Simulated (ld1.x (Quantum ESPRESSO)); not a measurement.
## Which change was made? (Ta, RRKJ)

```json
{
 "Element": "tantalum (Ta)",
 "Generator": "ld1.x (Quantum ESPRESSO) 7.5",
 "Type": "norm-conserving RRKJ (Kleinman–Bylander form)",
 "Functional": "PBE",
 "Relativity": "scalar-relativistic",
 "Frozen core": "[Kr] 4d10 4f14 5s2",
 "Valence charge": "11",
 "Reference configuration": "5p6 5d3 6s0 6p0 (charge +2)",
 "Partial waves": "5p (bound): rc 2.10 bohr; 5d (bound): rc 2.10 bohr; 6s (bound, empty): rc 2.50 bohr",
 "Local potential": "the s channel",
 "Core correction": "Bessel-smoothed model core inside 1.00 bohr",
 "rho0": "0.001"
}
```

Cutoffs, loose and tight: the cutoffs (Ry, on a coarse ladder) from which the occupation-weighted sum of valence levels, in a spherical-Bessel basis at the reference potential, stays within 10 and 1 mRy of its value at 400 Ry. They do not see the model core or the augmentation charge, which bear on the density cutoff. Test errors are all-electron minus pseudo excitation energies from the reference, over the configurations 5p6 5d3 6s2 6p0; 5p6 5d3 6s1 6p0; 5p6 5d2 6s0 6p0; 5p6 5d2 6s2 6p0; 5p6 5d4 6s0 6p0; 5p6 5d3 6s0 6p2; 5p5 5d3 6s2 6p0; variants that change the core or the reference have their own tests. The largest error is taken over the tests solved by every variant that gives reliable tests at all, those not shown here included: 5p6 5d2 6s0 6p0; 5p6 5d3 6s0 6p2; 5p6 5d3 6s1 6p0; 5p6 5d3 6s2 6p0; 5p6 5d4 6s0 6p0.

The base gives: outcome: generated; cutoff, loose: 25 Ry; cutoff, tight: 30 Ry; bound ghosts: none; largest test error (meV): -1036.

Q: After one change the result is: outcome: generated, overlap not positive; bound ghosts: s (p not tested, overlap not positive); largest test error (meV): test run stopped at test 1 of 7 (negative rho). Which change was it?
A. type PAW; waves now 6s (bound): rcut 2.15, rcutus 2.50 bohr; 6s channel at 3.55 Ry: rcut 2.15, rcutus 2.50 bohr; 5p (bound): rcut 1.85, rcutus 2.10 bohr; 6p (bound): rcut 1.85, rcutus 2.10 bohr; 5d (bound): rcut 1.85, rcutus 2.10 bohr; 5d channel at -1 Ry: rcut 1.85, rcutus 2.10 bohr; local potential all-electron potential smoothed inside 1.80 bohr (lloc = -1); augmentation BESSEL, radius 1.65 bohr; rho0 0
B. wave 6s (bound): rc 2.50 bohr becomes 6s (bound): rc 1.54 bohr
C. wave 6s (bound): rc 2.50 bohr becomes 6s (bound): rc 1.88 bohr

A: A. The others give: wave 6s (bound): rc 2.50 bohr becomes 6s (bound): rc 1.88 bohr → outcome: generated; cutoff, loose: 25 Ry; cutoff, tight: 30 Ry; bound ghosts: none; largest test error (meV): -672 | wave 6s (bound): rc 2.50 bohr becomes 6s (bound): rc 1.54 bohr → outcome: generated; cutoff, loose: 25 Ry; cutoff, tight: 30 Ry; bound ghosts: s (extra level of the local part); largest test error (meV): -559. A file whose overlap is not positive is unfit for use, and its test errors describe a broken file.
